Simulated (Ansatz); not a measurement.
Calculated with Ansatz (gas phase, PBE0-D4/def2-TZVP geometries, no zero-point term in ΔE). CCSD(T)/CBS is the MP2 limit (def2-TZVPP, def2-QZVPP) plus CCSD(T) − MP2 in def2-TZVPP, frozen cores. This one scheme is used for every species. DFT in def2-TZVPP. B3LYP here is the variant with VWN-RPA as its local correlation; programs differ in this. One conformer a species, not always the lowest.

`B[SiH](O)OC` + H₂ → `B[SiH2]OC` + H₂O  (hydrogenolysis of the Si–O bond)

`B[SiH](O)OC`:

Z-matrix (Å, degrees):
```
Si
O 1 1.651
O 1 1.643 2 113.9
B 1 2.011 2 111.7 3 115.8
H 1 1.488 2 102.6 3 -117.2
H 2 0.959 1 116.7 3 -68.1
C 3 1.410 1 124.8 2 -73.6
H 4 1.198 1 119.9 2 -51.4
H 4 1.196 1 123.4 2 128.8
H 7 1.092 3 108.6 1 -157.6
H 7 1.094 3 110.8 1 83.2
H 7 1.096 3 111.6 1 -37.9
```

H₂:

Cartesian coordinates in Å:
```
H -0.077 0.362 -0.045
H 0.077 -0.362 0.045
```

`B[SiH2]OC`:

Z-matrix (Å, degrees):
```
Si
O 1 1.649
B 1 1.999 2 111.2
H 1 1.498 2 110.0 3 121.8
H 1 1.498 2 109.9 3 -121.9
C 2 1.407 1 122.1 3 179.9
H 3 1.195 1 123.5 2 0.3
H 3 1.197 1 118.8 2 -179.8
H 6 1.097 2 111.5 1 61.2
H 6 1.097 2 111.5 1 -60.2
H 6 1.091 2 108.4 1 -179.5
```

H₂O:

Cartesian coordinates in Å:
```
O -0.123 -0.261 0.261
H -0.650 0.206 -0.391
H 0.773 0.055 0.130
```

| level | ΔE (kJ/mol) |
| --- | --- |
| PBE-D4 | 81.0 |
| B2PLYP | 87.1 |
| r2SCAN | 88.8 |
| B3LYP | 82.0 |
| HF/def2-TZVPP | 79.6 |
| SCS-MP2/def2-TZVPP | 89.5 |
| MP2/def2-QZVPP | 92.1 |
| MP2/CBS(def2) | 91.8 |

What does CCSD(T)/CBS give? (An estimate is asked.)

Computed: +85.3 kJ/mol. The listed levels differ from it by -4.3, 1.8, 3.5, -3.3, -5.7, 4.2, 6.8, 6.5 kJ/mol.

Largest T1 diagnostic among the species: 0.012.

The D4 term adds +5.5 kJ/mol with B3LYP and +3.1 kJ/mol with PBE0; it sums over pairs of atoms, weighted by their polarisabilities, and B3LYP, whose exchange is more repulsive, gets the larger term. In def2-TZVPP, CCSD(T) changes the Hartree–Fock value by +6.2 kJ/mol (the triples alone add +2.7 kJ/mol) and MP2 by +12.7 kJ/mol.
